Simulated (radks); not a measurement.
Species: Sn36+. Configuration: [Ne] 3s2 3p2 (the NIST ground configuration). Calculated with a radial shooting solver on a logarithmic mesh with Libxc functionals: non-relativistic Kohn-Sham, LDA (Slater exchange, Perdew-Wang correlation), spin-unpolarised, spherical densities, point nucleus; relativity is left out, which matters for an element this heavy. Some entries of the table are withheld. Estimate them.

orbital  occ.  eigenvalue (eV)  <r^2> (bohr^2)  <r> (bohr)
1s          2              (1)             (2)     0.03044
2s          2              (3)         0.01965      0.1295
2p          6        -5878.779         0.01472      0.1103
3s          2        -2419.538          0.1104      0.3118
3p          2        -2334.176             (4)      0.2969

Answer. 
(1) 1s eigenvalue (eV): -30034.09
(2) 1s <r^2> (bohr^2): 0.001239
(3) 2s eigenvalue (eV): -6116.706
(4) 3p <r^2> (bohr^2): 0.1015
